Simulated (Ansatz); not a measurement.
CH$_{8}$Si$_{2}$Te (`C[SiH2][SiH2][TeH]`), relaxed with RKS PBE-D4/def2-SVP in the Gaussian-basis code of Ansatz from a rough embedded geometry. The force threshold is 0.03 eV/Å; the program also tests the step.

The species carries charge 0 and has multiplicity 1. Te takes the def2 core potential.

Start:

```xyz
12

C     0.136   -1.008    1.436
Si   -0.403   -0.892   -0.287
Si    0.618    0.851   -1.198
Te    0.118    2.916   -0.014
H     1.229   -1.161    1.553
H    -0.376   -1.908    1.975
H    -0.128   -0.105    2.019
H    -1.812   -0.689   -0.365
H    -0.042   -2.168   -1.022
H     2.087    0.615   -1.189
H     0.190    0.960   -2.631
H    -1.617    2.589   -0.277
```

Problem. How much energy does the relaxation release, and in how many steps? (An estimate is asked.)

Solution. Ansatz gave: 45.99 kJ/mol, in 4 steps.

Problem. Which bonds change most? (Estimate.)

Solution. Computed: Si2–Si3 from 2.216 to 2.353 Å; Si3–Te4 from 2.432 to 2.536 Å; Te4–H12 from 1.785 to 1.683 Å; C1–Si2 from 1.809 to 1.892 Å.

Problem. Give the relaxed structure. (An estimate is asked.)

Solution. Computed: 
```xyz
12

C     0.125   -1.060    1.531
Si   -0.409   -0.972   -0.282
Si    0.634    0.859   -1.329
Te    0.081    2.962   -0.024
H     1.217   -1.233    1.610
H    -0.395   -1.883    2.060
H    -0.115   -0.104    2.038
H    -1.898   -0.759   -0.395
H    -0.073   -2.247   -1.015
H     2.137    0.779   -1.239
H     0.260    1.008   -2.782
H    -1.566    2.650   -0.173
```
